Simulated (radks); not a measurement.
Values are calculated unless marked as measured or tabulated.
Neutral ytterbium, [Xe] 4f14 6s2. Code: a radial shooting solver on a logarithmic mesh with Libxc functionals. Model: non-relativistic Kohn-Sham, PBE, spin-polarised, spherical densities, point nucleus. Every spin shell is full or empty, so the densities are truly spherical. Functionals are evaluated on that one density, not self-consistently. Rank these orbital-free kinetic functionals by their error against the exact value of the orbitals, and give that value: Thomas-Fermi, von Weizsacker, TF + vW, LC94, Perdew 92, Thakkar, Pearson, PG1, Ernzerhof.

Answer. Exact: 13391.6 hartree. From best to worst, with 100 (|E| - |E exact|)/|E exact| (equal figures are ties): LC94 -0.05, Ernzerhof -0.54, Perdew 92 -0.76, Thakkar -0.81, Pearson -0.94, Thomas-Fermi -4.89, PG1 +13.02, TF + vW +32.19, von Weizsacker -62.92.
